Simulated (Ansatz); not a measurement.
Cartesian coordinates in Å:
```
N 0.938 -0.565 1.309
Zr -0.600 -0.285 0.046
N -0.080 1.242 -1.159
F -2.193 0.162 0.988
I -0.933 -2.536 -1.510
H 0.936 -0.406 2.308
H 1.819 -0.991 1.048
H 0.826 1.683 -1.224
H -0.712 1.697 -1.805
```

The species carries charge 0 and has multiplicity 1. Zr, I: def2 effective core potential.

(1) List the PBE0/def2-TZVPP orbital energies in eV (the Gaussian-basis code of Ansatz). (Estimate.)

Answers

(1) Ansatz gave: Occupied: -673.34, -391.22, -391.02, -187.09, -132.91, -132.84, -132.84, -59.23, -52.03, -52.00, -51.99, -51.93, -51.93, -36.36, -35.56, -35.43, -31.01, -23.43, -23.19, -18.57, -13.95, -13.71, -12.27, -11.96, -11.88, -11.07, -10.90, -8.57, -8.24, -8.15, -7.44, -7.26. Lowest empty: -1.18, -0.94, -0.42, -0.34, 0.06, 0.29, 0.56, 0.87.
